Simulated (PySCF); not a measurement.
# Basis-set dependence of population analyses: `C#C[Si@H](O)S`

Species: C₂H₄OSSi.
Geometry (PBE0-D3(BJ)/def2-SVP, Å), atoms numbered from 1 in this order:
```xyz
9
C2H4OSSi angstrom
C      2.213   -0.211   -0.406
C      1.062   -0.276   -0.015
Si    -0.679   -0.361    0.555
O     -1.633   -1.027   -0.623
S     -1.230    1.626    1.143
H      3.231   -0.153   -0.751
H     -0.846   -1.235    1.735
H     -1.646   -0.595   -1.482
H     -0.416    2.220    0.242
```

PBE0 throughout (PySCF), one geometry, spherical d and f functions. The structure is a single PBE0-D3(BJ)/def2-SVP conformer in the gas phase; no vibrational or solvent corrections. The first 7 of 9 kinds of atom are listed.

Mulliken charges (e):

```tsv
basis	functions	C1	C2	Si3	O4	S5	H6	H7
STO-3G	37	-0.141	-0.256	+0.714	-0.426	-0.094	+0.115	-0.101
6-31G	61	-0.308	-0.259	+0.879	-0.763	-0.261	+0.276	-0.070
pcSseg-0	61	-0.356	-0.453	+1.217	-0.799	-0.465	+0.295	-0.024
6-31G*	86	-0.182	-0.192	+0.625	-0.706	-0.324	+0.245	-0.051
cc-pVDZ	98	-0.136	-0.056	+0.503	-0.336	-0.254	+0.028	-0.038
def2-SVP	98	-0.227	-0.057	+0.651	-0.388	-0.281	+0.056	-0.059
aug-cc-pVDZ	159	+1.299	-0.813	+0.587	-0.712	-0.463	-0.452	+0.277
6-311+G(2d,p)	175	-0.285	-0.170	+0.755	-0.579	-0.261	+0.167	-0.038
def2-TZVP	191	-0.197	-0.203	+0.545	-0.508	-0.319	+0.188	-0.009
cc-pVTZ	214	-0.091	-0.243	+0.476	-0.341	-0.254	+0.163	-0.021
IGLO-III	233	-0.218	-0.259	+1.111	-0.622	-0.313	+0.163	-0.145
```

IAO charges (e):

| basis | functions | C1 | C2 | Si3 | O4 | S5 | H6 | H7 |
| --- | --- | --- | --- | --- | --- | --- | --- | --- |
| STO-3G | 37 | -0.149 | -0.328 | +0.885 | -0.565 | -0.168 | +0.157 | -0.101 |
| 6-31G | 61 | -0.153 | -0.344 | +0.906 | -0.730 | -0.299 | +0.210 | -0.064 |
| pcSseg-0 | 61 | -0.143 | -0.354 | +0.927 | -0.713 | -0.316 | +0.201 | -0.072 |
| 6-31G* | 86 | -0.154 | -0.370 | +1.042 | -0.762 | -0.311 | +0.203 | -0.110 |
| cc-pVDZ | 98 | -0.170 | -0.359 | +1.035 | -0.760 | -0.318 | +0.205 | -0.110 |
| def2-SVP | 98 | -0.162 | -0.360 | +1.042 | -0.758 | -0.311 | +0.199 | -0.118 |
| aug-cc-pVDZ | 159 | -0.176 | -0.358 | +1.046 | -0.783 | -0.326 | +0.210 | -0.109 |
| 6-311+G(2d,p) | 175 | -0.175 | -0.368 | +1.074 | -0.792 | -0.322 | +0.210 | -0.117 |
| def2-TZVP | 191 | -0.175 | -0.370 | +1.087 | -0.793 | -0.324 | +0.210 | -0.122 |
| cc-pVTZ | 214 | -0.175 | -0.367 | +1.076 | -0.788 | -0.328 | +0.210 | -0.119 |
| IGLO-III | 233 | -0.178 | -0.368 | +1.079 | -0.795 | -0.318 | +0.210 | -0.121 |

Hirshfeld charges (e):

```tsv
basis	functions	C1	C2	Si3	O4	S5	H6	H7
STO-3G	37	-0.099	-0.180	+0.498	-0.260	-0.116	+0.075	-0.068
6-31G	61	-0.064	-0.175	+0.404	-0.322	-0.149	+0.112	-0.045
pcSseg-0	61	-0.067	-0.178	+0.425	-0.317	-0.150	+0.106	-0.056
6-31G*	86	-0.070	-0.164	+0.374	-0.297	-0.149	+0.110	-0.056
cc-pVDZ	98	-0.076	-0.165	+0.387	-0.290	-0.133	+0.104	-0.063
def2-SVP	98	-0.075	-0.165	+0.389	-0.296	-0.126	+0.103	-0.066
aug-cc-pVDZ	159	-0.075	-0.169	+0.404	-0.307	-0.123	+0.104	-0.059
6-311+G(2d,p)	175	-0.075	-0.170	+0.397	-0.307	-0.123	+0.105	-0.059
def2-TZVP	191	-0.075	-0.166	+0.390	-0.304	-0.125	+0.104	-0.060
cc-pVTZ	214	-0.076	-0.163	+0.393	-0.300	-0.127	+0.104	-0.061
IGLO-III	233	-0.080	-0.166	+0.392	-0.305	-0.112	+0.103	-0.059
```

Which scheme is steadiest as the basis changes?

Largest range over the bases for any column: Hirshfeld 0.12 e, IAO 0.23 e, Mulliken 1.66 e. Hirshfeld charges move least and Mulliken charges most, counted in e. Without the minimal STO-3G basis the ranges are Hirshfeld 0.05, IAO 0.18, Mulliken 1.66 e.

How much do the charges still move between the two largest bases, cc-pVTZ and IGLO-III?

At most, over all atoms: Mulliken 0.635 e, IAO 0.010 e, Hirshfeld 0.015 e.

What do the same runs give for the total energy, the frontier levels and the dipole moment?

| basis | energy (Eh) | HOMO (eV) | LUMO (eV) | μ (D) |
| --- | --- | --- | --- | --- |
| STO-3G | -831.3089 | -3.82 | 4.36 | 1.55 |
| 6-31G | -840.9290 | -7.71 | -0.41 | 3.53 |
| pcSseg-0 | -839.9215 | -7.82 | -0.54 | 3.63 |
| 6-31G* | -841.0471 | -7.51 | -0.28 | 2.93 |
| cc-pVDZ | -841.1019 | -7.48 | -0.32 | 2.54 |
| def2-SVP | -840.7660 | -7.49 | -0.38 | 2.66 |
| aug-cc-pVDZ | -841.1215 | -7.64 | -0.76 | 2.32 |
| 6-311+G(2d,p) | -841.1742 | -7.64 | -0.78 | 2.45 |
| def2-TZVP | -841.1929 | -7.63 | -0.63 | 2.43 |
| cc-pVTZ | -841.1927 | -7.62 | -0.55 | 2.39 |
| IGLO-III | -841.1911 | -7.55 | -0.66 | 2.27 |

The dipole is fixed by the density alone, so its range of 2.08 D shows that the density itself changes with the basis, not only its division among atoms.
